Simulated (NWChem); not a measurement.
The numbers come from NWChem runs, not from measurements. System: H$_{2}$OSSn, charge 0, spin multiplicity 3, at the geometry of a parent with another charge or spin, in a state set for the comparison that need not be this species' ground state. Its SCF solution wasn't tested for a lower state. Level: ROCR-CCSD(T)/def2-SVP with def2 effective core potentials on Sn, 10 core orbitals frozen.

The NWChem input:

```
start mol
memory heap 100 mb stack 700 mb global 1900 mb
geometry units angstroms nocenter noautoz
  Sn     0.447061    -0.379284     0.000000
  O      1.240961     1.450086     0.000000
  H      0.614469     2.184285     0.000000
  S     -1.906285     0.378793     0.000000
  H     -2.394653    -0.881447     0.000000
  symmetry group Cs
end
basis spherical
  * library def2-svp
end
ecp
  Sn library def2-ecp
end
scf
  rohf
  nopen 2
  maxiter 100
  thresh 1e-7
  semidirect memsize 60000000 filesize 0
  # guess.movecs holds the orbitals of an unrestricted PBE0 run
  vectors input guess.movecs swap 23 24 output mol.movecs
end
tce
  freeze core 10
  cr-ccsd(t)
  2eorb
  2emet 13
  thresh 1e-6
  maxiter 100
  tilesize 24
end
task tce energy
```

NWChem printed:

```
             Northwest Computational Chemistry Package (NWChem) 7.3.0
             --------------------------------------------------------

                                NWChem Input Module
                                -------------------

 Scaling coordinates for geometry "geometry" by  1.889725989
 (inverse scale =  0.529177249)

 Turning off AUTOSYM since
 SYMMETRY directive was detected!

                             Geometry "geometry" -> ""
                             -------------------------

 Output coordinates in angstroms (scale by  1.889725989 to convert to a.u.)

  No.       Tag          Charge          X              Y              Z
 ---- ---------------- ---------- -------------- -------------- --------------
    1 Sn                  50.0000     0.44706100    -0.37928400     0.00000000
    2 O                    8.0000     1.24096100     1.45008600     0.00000000
    3 H                    1.0000     0.61446900     2.18428500     0.00000000
    4 S                   16.0000    -1.90628500     0.37879300     0.00000000
    5 H                    1.0000    -2.39465300    -0.88144700     0.00000000

 Effective nuclear repulsion energy (a.u.)     331.6943000427

            Nuclear Dipole moment (a.u.)
            ----------------------------
        X                 Y               Z
 ---------------- ---------------- ----------------
    -0.0000113384     0.0000264562     0.0000000000

      Symmetry information
      --------------------

 Group name             Cs
 Group number              2
 Group order               2
 No. of unique centers     5

      Symmetry unique atoms

     1    2    3    4    5


 Summary of "ao basis" -> "" (spherical)
 ------------------------------------------------------------------------------
       Tag                 Description            Shells   Functions and Types
 ---------------- ------------------------------  ------  ---------------------
 *                          def2-svp                  on all atoms

 Summary of "ao basis" -> "ao basis" (spherical)
 ------------------------------------------------------------------------------
       Tag                 Description            Shells   Functions and Types
 ---------------- ------------------------------  ------  ---------------------
 Sn                         def2-svp                10       26   4s4p2d
 O                          def2-svp                 6       14   3s2p1d
 H                          def2-svp                 3        5   2s1p
 S                          def2-svp                 8       18   4s3p1d

                                 NWChem SCF Module
                                 -----------------

  ao basis        = "ao basis"
  functions       =    68
  atoms           =     5
  closed shells   =    23
  open shells     =     2
  charge          =   0.00
  wavefunction    = ROHF
  use symmetry    = T
  symmetry adapt  = T

 Summary of "ao basis" -> "ao basis" (spherical)
 ------------------------------------------------------------------------------
       Tag                 Description            Shells   Functions and Types
 ---------------- ------------------------------  ------  ---------------------
 Sn                         def2-svp                10       26   4s4p2d
 O                          def2-svp                 6       14   3s2p1d
 H                          def2-svp                 3        5   2s1p
 S                          def2-svp                 8       18   4s3p1d
[...]
    3 H    1     0.01   0.00  0.00  0.00
    4 S   16     0.19   0.00  0.00  0.00 -0.00  0.00  0.08  0.10  0.00
    5 H    1     0.00   0.00 -0.00  0.00

       Multipole analysis of the density wrt the origin
       ------------------------------------------------

     L   x y z        total         open         nuclear
     -   - - -        -----         ----         -------
     0   0 0 0     -0.000000     -2.000000     48.000000

     1   1 0 0     -0.222758     -1.611485    -23.655049
     1   0 1 0     -1.123287      2.257838     20.068826
     1   0 0 1     -0.000000     -0.000000      0.000000

     2   2 0 0    -34.881907     -9.819748    289.154672
     2   1 1 0     -1.472742      3.676267      9.160316
     2   1 0 1      0.000000     -0.000000      0.000000
     2   0 2 0    -30.143405     -8.428320     99.384973
     2   0 1 1      0.000000      0.000000      0.000000
     2   0 0 2    -35.210471     -8.518867      0.000000

                   NWChem Extensible Many-Electron Theory Module
                   ---------------------------------------------


            General Information
            -------------------
      Number of processors :     1
         Wavefunction type : Restricted open-shell Hartree-Fock
          No. of electrons :    48
           Alpha electrons :    25
            Beta electrons :    23
           No. of orbitals :   136
            Alpha orbitals :    68
             Beta orbitals :    68
        Alpha frozen cores :    10
         Beta frozen cores :    10
     Alpha frozen virtuals :     0
      Beta frozen virtuals :     0
         Spin multiplicity : triplet
    Number of AO functions :    68
       Number of AO shells :    30
        Use of symmetry is : on
      Symmetry adaption is : on
         Schwarz screening : 0.10D-09

          Correlation Information
          -----------------------
          Calculation type : Coupled-cluster singles & doubles w/ perturbation
   Perturbative correction : Completely renormalized (T)
            Max iterations :      100
        Residual threshold : 0.10D-05
     T(0) DIIS level shift : 0.00D+00
     L(0) DIIS level shift : 0.00D+00
     T(1) DIIS level shift : 0.00D+00
     L(1) DIIS level shift : 0.00D+00
     T(R) DIIS level shift : 0.00D+00
     T(I) DIIS level shift : 0.00D+00
   CC-T/L Amplitude update :  5-th order DIIS
                I/O scheme : Global Array Library
        L-threshold :  0.10D-05
        EOM-threshold :  0.10D-05
 no EOMCCSD initial starts read in
 TCE RESTART OPTIONS
 SLICE:      F
 D4D5:       F
 quantumc:   F
 qrotation:  F
 pwtce:      F
 qducc:      F
 nacto:                         0
 nrotv:                         0
 nrot:                          0

            Memory Information
            ------------------
          Available GA space size is     249027552 doubles
          Available MA space size is     104846140 doubles

 Maximum block size supplied by input
 Maximum block size        24 doubles

 tile_dim =     16

 -------------------------------------------------
   1    alpha     a'     9 doubles       0       1
   2    alpha     a'     1 doubles       9       2
   3    alpha     a"     4 doubles      10       3
   4    alpha     a"     1 doubles      14       4
   5    beta      a'     9 doubles      15       5
   6    beta      a"     4 doubles      24       6
   7    alpha     a'    15 doubles      28       7
   8    alpha     a'    16 doubles      43       8
   9    alpha     a"    12 doubles      59       9
  10    beta      a'     1 doubles      71      10
  11    beta      a'    15 doubles      72      11
  12    beta      a'    16 doubles      87      12
  13    beta      a"     1 doubles     103      13
  14    beta      a"    12 doubles     104      14

 Global array virtual files algorithm will be used

 Parallel file system coherency ......... OK

 4-electron integrals stored in orbital form

 v2    file size   =          1317082
 4-index algorithm nr.  13 is used
 imaxsize =       30
 imaxsize ichop =        0


CCSD iterations
 ---------------------------------------------------------
 Iter          Residuum       Correlation     Cpu    Wall
 ---------------------------------------------------------
    1   0.1557425900235  -0.4026954140553     1.1     1.1
    2   0.0426207686673  -0.4160148321117     1.2     1.2
    3   0.0170765157680  -0.4239451677967     1.2     1.2
    4   0.0087589836064  -0.4253970044605     1.2     1.2
    5   0.0052390008232  -0.4264115068585     1.2     1.2
    6   0.0027692670642  -0.4268738459976     1.3     1.3
    7   0.0026199775368  -0.4269580733347     1.2     1.2
    8   0.0015734117575  -0.4269665133642     1.4     1.4
    9   0.0025416241681  -0.4270191727174     1.1     1.1
   10   0.0020549798334  -0.4270172755850     1.2     1.2
   11   0.0002392068104  -0.4270817072795     1.2     1.2
   12   0.0003575105303  -0.4270924802555     1.2     1.2
   13   0.0001779037633  -0.4270889182343     1.1     1.1
   14   0.0003667383902  -0.4270950034430     1.1     1.1
   15   0.0002914451023  -0.4270895396818     1.1     1.1
   16   0.0000279551173  -0.4270939579412     1.0     1.0
   17   0.0000259115743  -0.4270936040669     1.0     1.0
   18   0.0000141092015  -0.4270936293625     1.0     1.0
   19   0.0000242576264  -0.4270940069318     1.1     1.1
   20   0.0000183846408  -0.4270940198260     1.1     1.1
   21   0.0000030833062  -0.4270945453714     1.1     1.1
   22   0.0000042560338  -0.4270946343981     1.1     1.1
   23   0.0000022594124  -0.4270945873594     1.1     1.1
   24   0.0000043932936  -0.4270946728669     1.1     1.1
   25   0.0000035690043  -0.4270946068164     1.1     1.1
   26   0.0000004003782  -0.4270946736965     1.1     1.1
 -----------------------------------------------------------------
 Iterations converged
 CCSD correlation energy / hartree =        -0.427094673696546
 CCSD total energy / hartree       =      -687.106634317210478

 Singles contributions

 Doubles contributions
 CR-CCSD(T)

 CR-CCSD[T]  correction energy / hartree =        -0.010184457144556
 CR-CCSD[T] correlation energy / hartree =        -0.437279130841102
 CR-CCSD[T] total energy / hartree       =      -687.116818774355011
 CR-CCSD(T)  correction energy / hartree =        -0.009568896748884
 CR-CCSD(T) correlation energy / hartree =        -0.436663570445429
 CR-CCSD(T) total energy / hartree       =      -687.116203213959352

 Task  times  cpu:      111.8s     wall:      111.8s

 Total times  cpu:      112.2s     wall:      112.2s
```
